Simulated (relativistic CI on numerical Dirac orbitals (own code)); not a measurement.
# Lu⁵³⁺: q coefficients and field-shift factors

These numbers are calculated, not measured: Dirac-Coulomb-Breit CI, KLI orbitals optimised for each configuration, derivatives by finite differences, unscaled Slater integrals, QED left out (own radial code, finite nucleus).

Configuration list (outside the closed core [Ne]): 3s²3p⁶, 3s²3p⁵3d, 3s3p⁶3d, 3p⁶3d², 3p⁵3d³. Double excitations out of closed p, d and f shells are left out; levels of such configurations are missing from the list, as are those of other unlisted configurations, and high levels can miss mixing partners.

With x = (α/α₀)² − 1 an excitation energy changes as ω = ω₀ + qx; K = 2q/ω₀ is the relative enhancement. Terms are leading LS components, so labels can repeat. The field-shift factor is F = δν/δ⟨r²⟩ for the transition from the lowest level.

Lowest level 3s²3p⁶ ¹S0.

```
        Level  ω₀ (cm⁻¹)   q (cm⁻¹)  F (GHz/fm²)
3s²3p⁵3d ³P°0    1816406      99380         15.1
3s²3p⁵3d ³P°1    1901148     119100         15.7
3s²3p⁵3d ³F°3    1937260      94230         15.4
3s²3p⁵3d ³D°2    1969048     100800         15.6
3s²3p⁵3d ³F°4    2399064     618600         26.3
3s²3p⁵3d ¹D°2    2440607     626500         25.9
3s²3p⁵3d ³D°3    2529219     624400         26.9
3s²3p⁵3d ¹P°1    2755655     661200         19.9
3s²3p⁵3d ³F°2    4183706  2.811e+06         -285
3s²3p⁵3d ¹P°1    4484323    2.8e+06         -280
3s²3p⁵3d ³P°2    4711995  3.343e+06         -274
3s²3p⁵3d ³F°3    4750948  3.346e+06         -275
  3s3p⁶3d ³D1    5882489  3.133e+06        -5560
```

At this charge energies of transitions that change n are usually good to better than 1 %, and those within a shell (Δn = 0) to a few per cent.

Q: Which transition from the lowest level has the largest |K|?

A: 3s²3p⁵3d ³P°2 at 4711995 cm⁻¹, K = 1.42.
